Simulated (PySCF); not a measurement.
# B²⁺: excitation energy

B²⁺ [He] 2s1 (2S) → B²⁺ [He] 2p1 (2P), as a difference of total energies. Computed with PySCF 2.14 in aug-cc-pVQZ-DK (6s5p4d3f2g, 80 functions), with scalar relativity by spin-free X2C-1e. The calculations carry no spin-orbit coupling.

```csv
method,excitation energy (eV)
UHF,6.060
LDA,5.367
PBE,5.307
PBE0,5.497
r2SCAN,5.377
M06,5.076
PW91,5.305
LC-wPBE,5.512
```
